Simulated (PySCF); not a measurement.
How the method moves the HOMO and LUMO of 1,1-dimethylcyclohexane

1,1-dimethylcyclohexane, C₈H₁₆.
Atom-mapped SMILES: `[CH3:1][C:2]1([CH3:3])[CH2:4][CH2:5][CH2:6][CH2:7][CH2:8]1` (hydrogens: H9, H10, H11 on C1; H12, H13, H14 on C3; H15, H16 on C4; H17, H18 on C5; H19, H20 on C6; H21, H22 on C7; H23, H24 on C8)

Geometry (PBE0-D3(BJ)/def2-SVP, Å), atoms numbered from 1 in this order:
```xyz
24
C8H16 angstrom
C     -2.000   -0.515   -0.907
C     -0.745   -0.172   -0.106
C     -1.167    0.233    1.309
C      0.179   -1.403   -0.064
C      1.553   -1.123    0.536
C      2.247    0.028   -0.184
C      1.372    1.277   -0.203
C      0.000    0.983   -0.800
H     -2.552   -1.347   -0.442
H     -1.744   -0.814   -1.937
H     -2.681    0.349   -0.967
H     -1.838    1.107    1.280
H     -1.708   -0.588    1.805
H     -0.311    0.497    1.948
H     -0.323   -2.219    0.483
H      0.314   -1.766   -1.100
H      1.453   -0.878    1.608
H      2.172   -2.033    0.491
H      2.461   -0.277   -1.225
H      3.222    0.244    0.281
H      1.262    1.663    0.825
H      1.864    2.080   -0.776
H     -0.631    1.888   -0.782
H      0.128    0.719   -1.865
```

Basis pcSseg-1 throughout (PySCF), one geometry. Geometry: PBE0-D3(BJ)/def2-SVP, one conformer, isolated molecule.

Question: How do the orbital energies, the gap and the dipole change with the method?

Answer: 
```csv
method,kind,HOMO (eV),LUMO (eV),gap (eV),μ (D),SCF cycles
OPBE,GGA,-6.82,0.83,7.65,0.09,14
LDA,LDA,-6.94,0.26,7.21,0.11,14
KT2,GGA,-6.96,0.35,7.32,0.11,14
B97-2,global hybrid,-7.93,1.36,9.30,0.10,12
B3LYP,global hybrid,-7.99,1.02,9.01,0.10,12
PBE0,global hybrid,-8.17,1.33,9.50,0.10,12
CAM-B3LYP,range-separated hybrid,-9.56,2.19,11.74,0.10,12
wB97X-D,range-separated hybrid,-10.04,3.12,13.16,0.09,12
LC-wPBE,range-separated hybrid,-10.86,3.52,14.38,0.08,11
```

The HOMO spans 4.05 eV, from OPBE down to LC-wPBE, and the gap runs from 7.21 eV (LDA) to 14.38 eV (LC-wPBE). Over the methods OPBE (0 %), LDA (0 %), KT2 (0 %), B97-2 (21 %), B3LYP (20 %), PBE0 (25 %), a straight line through the gap against the share of exact exchange rises by 0.85 eV for each 10 % (correlation coefficient 0.989). The dipole ranges from 0.08 D (LC-wPBE) to 0.11 D (KT2). This basis has no diffuse functions.

The vertical ΔSCF ionisation energy at PBE0/def2-SVPD is 9.91 eV; −ε(HOMO) comes closest to it with wB97X-D (10.04 eV).
